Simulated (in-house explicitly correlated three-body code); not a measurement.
The numbers below are computed, except where a source is named.
**Taking the two-electron ground state apart, Z = 3.98**

A variational code in 260 exponentially correlated functions gives, for two electrons around a point charge Z = 3.98 (non-relativistic, fixed nucleus, atomic units): E = -13.5084562, <1/r> = 3.667753 per electron, <1/r12> = 2.1784. From its density, U = 4.528239 (Hartree energy) and T_s = 13.466998 (kinetic energy of the doubly filled orbital √(n/2)). Further, <r²> = 0.234676 per electron, <r12²> = 0.483384 and <p1·p2> = 0.417881.

**Question.** Check the virial theorem, and compare with the screened hydrogenic estimate.

**Answer.** V = −2Z<1/r> + <1/r12> = -29.195314 + 2.1784 = -27.016914, and 2E = -27.016912, so T = −E = 13.508456. A product of 1s orbitals with exponent Z − 5/16 = 3.6675 gives −3.6675² = -13.45056, which is 57.9 millihartree too high.

**Question.** Find the exchange and correlation energies of density-functional theory.

**Answer.** For two electrons in one orbital E_x = −U/2 = -2.264120. The potential part of correlation is U_c = <1/r12> − U − E_x = -0.085720, the kinetic part T_c = T − T_s = 0.041458, and E_c = T_c + U_c = -0.044261 hartree. Restricted Hartree-Fock gives -13.464201, so the correlation energy of wave-function theory is -0.044255.

**Question.** What do the second moments say about angular correlation and diamagnetism?

**Answer.** From r12² = r1² + r2² − 2 r1·r2, <r1·r2> = <r²> − <r12²>/2 = -0.00702 bohr². It vanishes for a product of s orbitals, and its negative sign shows that the electrons favour opposite sides of the nucleus. The Langevin susceptibility is −0.79199e-6 × 2<r²> = -0.3717e-6 cm³/mol.

**Question.** How does a model nuclear mass of 8 u change the ionisation energy, to first order in m/M (1 hartree = 27.211386 eV)?

**Answer.** m/M = 1/(8 × 1822.8885) = 6.85725e-05. With a fixed nucleus the second electron is bound by −Z²/2 − E = 5.588256 hartree = 152.0642 eV. The reduced mass scales this by 1 − m/M, a change of -10.427 meV. The mass-polarisation term raises the two-electron state by (m/M)<p1·p2> = 28.66 microhartree, a further -0.780 meV. The sum is 152.0530 eV, before relativistic and QED terms.
